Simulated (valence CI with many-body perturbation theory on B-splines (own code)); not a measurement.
## Yb⁶⁵⁺ in brief

Level of theory: relativistic CI+MBPT: three valence electrons over a frozen Dirac-Fock core [He], a basis of 11 s, 11 p, 10 d, 8 f, 5 g, 2 h functions for each j, with the one-electron correlation potential Σ1, the two-electron term Σ2, the three-electron term Σ3, Breit, model QED; selected CI, second order for the rest, scaled by the run's own slope (own B-spline code, finite nucleus).

No measured spectrum was set against this ion. As an estimate, large intervals hold to a few tenths of a per cent, small ones and those within an open d or f shell to about a per cent.

Levels are named by their leading jj configuration (3d3/2^4 stands for four electrons in 3d with j = 3/2), which in mixed levels can hold well under half, so a name can repeat and another be missing.

Rates and lifetimes use the calculated energies. Strong lines usually hold to 10 to 20 %, long lifetimes can be off by a factor of two.

(1) What is the ground level?

(2) How well does LS coupling describe the low levels?

(3) Among levels below 13528 eV, which E1 lines absorb most strongly from the ground level?

(4) What is the ionisation energy?

(5) Where does the other parity begin?

(6) Name the longest-lived excited levels whose lifetime is computed, and their main decay.

## Answers

(1) (2s^2 2p1/2) J=1/2, composition 100 % 2s2 2p 2P°, g = 0.621.

(2) Among the lowest 20 levels the leading LS term, summed over configurations, holds 76 % on average. For single configurations the figures are 76 % in LS and 99 % in jj coupling. Terms mix most in the J = 3/2 level at 1675 eV, where the leading one holds 49 %.

(3) to (2s^2 3d3/2) J=3/2 at 0.1263 nm, f = 0.561; to (2s 2p1/2 3p1/2) J=3/2 at 0.1291 nm, f = 0.203; to (2s 2p1/2 2p3/2) J=3/2 at 0.8744 nm, f = 0.155.

(4) 16566 eV; NIST lists 16570 ± 30 eV (theoretical).

(5) At (2s 2p1/2^2) J=1/2, 247 eV.

(6) (2s 2p1/2 2p3/2) J=5/2 at 1349 eV lives 130 ps, mostly by E1 to (2s^2 2p3/2) J=3/2; (2s 2p1/2^2) J=1/2 at 247 eV lives 47.1 ps, mostly by E1 to (2s^2 2p1/2) J=1/2.
